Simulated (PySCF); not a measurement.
Compound: C6H4Cl (doublet state).
Cartesian coordinates in Å at the GFN2-xTB level; atoms count from 1:
```
atom  x, y, z in Å
Cl1   -1.5809    2.3276    0.1444
C2    -0.6077    0.8950    0.0534
C3    -1.2312   -0.3412    0.0062
C4    -0.4484   -1.4916   -0.0676
C5     0.9051   -1.3307   -0.0865
C6     1.5538   -0.1328   -0.0401
C7     0.7720    1.0185    0.0312
H8    -2.3077   -0.4135    0.0258
H9    -0.9151   -2.4634   -0.1059
H10    2.6298   -0.0574   -0.0559
H11    1.2358    1.9921    0.0688
```

Structure optimised with GFN2-xTB, isolated species. This method treats the open shell by occupation alone, without spin polarisation.

Take the most abundant isotopes and a rigid rotor. 

Question: Give the principal moments of inertia and the rotational constants in GHz.

Answer: Ia = 88.80, Ib = 302.86, Ic = 391.67 u·Å²; 505379 MHz·u·Å²/I gives 5691, 1669 and 1290 MHz, that is A = 5.6909, B = 1.6687, C = 1.2903 GHz.

Question: What kind of rotor is it?

Answer: An asymmetric top. Ray's parameter κ = (2B − A − C)/(A − C) = -0.828; −1 is the prolate and +1 the oblate limit.

Question: Is it planar, by Δ = Ic − Ia − Ib?

Answer: Planar: Δ = Ic − Ia − Ib = 0.00 u·Å². For a rigid frame Δ = −2 Σ m c², so it vanishes when all atoms lie in the ab plane; here none is more than 0.01 Å from it.

Question: Estimate the classical rotational partition function at 50 K, 200 K and 298.15 K.

Answer: Point group C2v, symmetry number σ = 2; q = (√π/σ)·√((kT/h)³/(ABC)), k/h = 20836.6 MHz/K: 8510 at 50 K, 68100 at 200 K, 124000 at 298.15 K.

For this open shell read J as N, the rotation without spin; fine and hyperfine splittings come on top. Whether it is a minimum is left open (no frequencies). Zero-point vibration and centrifugal distortion are left out.

All values are computed, not measured.
